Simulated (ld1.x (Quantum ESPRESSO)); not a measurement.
**Which change was made? (P, RRKJ)**

```json
{"Element": "phosphorus", "Generator": "ld1.x (Quantum ESPRESSO) 7.5", "Type": "norm-conserving RRKJ (Kleinman–Bylander form)", "Functional": "PW91", "Relativity": "scalar-relativistic", "Frozen core": "[Ne]", "Valence charge": "5", "Reference configuration": "3s1 3p4", "Partial waves": "3s (bound): rc 1.30 bohr; 3p (bound): rc 1.45 bohr", "Local potential": "all-electron potential smoothed inside 1.00 bohr (lloc = -1)", "Core correction": "none", "rho0": "0.005"}
```

Cutoffs, loose and tight: the cutoffs (Ry, on a coarse ladder) from which the occupation-weighted sum of valence levels, in a spherical-Bessel basis at the reference potential, stays within 10 and 1 mRy of its value at 400 Ry. They do not see the model core or the augmentation charge, which bear on the density cutoff. Test errors are all-electron minus pseudo excitation energies from the reference, over the configurations 3s2 3p3; 3s2 3p2; 3s2 3p1; 3s0 3p5; 3s2 3p2.5; 3s2 3p0; 3s1 3p3; variants that change the core or the reference have their own tests.

The base gives: outcome: generated; cutoff, loose: 18 Ry; cutoff, tight: 45 Ry; bound ghosts: none; largest test error (meV): +416.

**Question.** After one change the result is: outcome: generated; cutoff, loose: 18 Ry; cutoff, tight: 45 Ry; bound ghosts: none; largest test error (meV): +147. Which change was it?
A. reference 3s1.5 3p3.5
B. local potential all-electron potential smoothed inside 1.05 bohr (lloc = -2)
C. wave 3p (bound): rc 1.45 bohr becomes 3p (bound): rc 1.78 bohr
D. core correction a·sin(br)/r model core inside 0.76 bohr

**Answer.** D. The others give: wave 3p (bound): rc 1.45 bohr becomes 3p (bound): rc 1.78 bohr → outcome: generated; cutoff, loose: 30 Ry; cutoff, tight: 45 Ry; bound ghosts: none; largest test error (meV): +618 | reference 3s1.5 3p3.5 → outcome: generated; cutoff, loose: 18 Ry; cutoff, tight: 55 Ry; bound ghosts: none; largest test error (meV): +1832 | local potential all-electron potential smoothed inside 1.05 bohr (lloc = -2) → outcome: generated; cutoff, loose: 18 Ry; cutoff, tight: 45 Ry; bound ghosts: none; largest test error (meV): +69.
